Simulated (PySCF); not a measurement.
The complex [Mn(OH)6]3- (charge -3) contains Mn(III), shell d4. The structure is a PBE0-D3(BJ)/def2-SVP, IEF-PCM water geometry optimised for multiplicity 5; coordination octahedral, point group Ci, metal–donor distances 1.95–2.32 Å.

Method (PySCF 2.14, density fitting): CASSCF(4,5) with orbitals averaged over all microstates of the shell, strongly contracted NEVPT2 on the averaged canonical orbitals; basis x2c-TZVPall on the metal, x2c-SVPall elsewhere; spin-free X2C; IEF-PCM water; spin-orbit coupling by state interaction with the mean-field operator over all roots.

CASSCF energies above the lowest CASSCF root:

```json
{"state": "5Ag (from 5Eg)", "CASSCF / cm⁻¹": "0"}
{"state": "5Ag (from 5Eg)", "CASSCF / cm⁻¹": "12933"}
{"state": "3Ag (from 3T1g)", "CASSCF / cm⁻¹": "17587"}
{"state": "5Ag (from 5T2g)", "CASSCF / cm⁻¹": "17870"}
{"state": "3Ag (from 3T1g)", "CASSCF / cm⁻¹": "18296"}
{"state": "3Ag (from 3T1g)", "CASSCF / cm⁻¹": "19539"}
{"state": "5Ag (from 5T2g)", "CASSCF / cm⁻¹": "20092"}
{"state": "5Ag (from 5T2g)", "CASSCF / cm⁻¹": "21219"}
{"state": "3Ag (from 3Eg)", "CASSCF / cm⁻¹": "22686"}
{"state": "3Ag (from 3T1g)", "CASSCF / cm⁻¹": "25422"}
{"state": "3Ag", "CASSCF / cm⁻¹": "25874"}
{"state": "3Ag", "CASSCF / cm⁻¹": "26573"}
{"state": "3Ag", "CASSCF / cm⁻¹": "26782"}
{"state": "1Ag (from 1T2g)", "CASSCF / cm⁻¹": "28689"}
{"state": "1Ag", "CASSCF / cm⁻¹": "29204"}
{"state": "3Ag", "CASSCF / cm⁻¹": "29217"}
{"state": "1Ag", "CASSCF / cm⁻¹": "29727"}
{"state": "1Ag", "CASSCF / cm⁻¹": "30985"}
{"state": "1Ag (from 1T2g)", "CASSCF / cm⁻¹": "31140"}
{"state": "3Ag", "CASSCF / cm⁻¹": "31781"}
{"state": "3Ag", "CASSCF / cm⁻¹": "32375"}
{"state": "1Ag", "CASSCF / cm⁻¹": "35287"}
```

**Question.** How does dynamic correlation (SC-NEVPT2) move these states?

**Answer.** 
```tsv
state	NEVPT2 / cm⁻¹	shift / cm⁻¹
5Ag (from 5Eg)	0	0
5Ag (from 5Eg)	15253	+2320
3Ag (from 3T1g)	13349	-4238
5Ag (from 5T2g)	22595	+4725
3Ag (from 3T1g)	14731	-3565
3Ag (from 3T1g)	16475	-3064
5Ag (from 5T2g)	24729	+4636
5Ag (from 5T2g)	26531	+5312
3Ag (from 3Eg)	21594	-1092
3Ag (from 3T1g)	23093	-2329
3Ag	24178	-1696
3Ag	24912	-1661
3Ag	25415	-1367
1Ag (from 1T2g)	24047	-4643
1Ag	25182	-4022
3Ag	26663	-2554
1Ag	26002	-3725
1Ag	28365	-2620
1Ag (from 1T2g)	26456	-4684
3Ag	30978	-803
3Ag	31843	-532
1Ag	31521	-3766
```

NEVPT2 lifts 5Ag (from 5T2g) from 17870 to 22595 cm⁻¹; on the d shell alone it tends to overshoot states that fill the eg-type orbitals. NEVPT2 on the d shell alone tends to put d–d bands too high for such charged or covalently bound ions. Gaps between spin states lean to high spin in this active space.
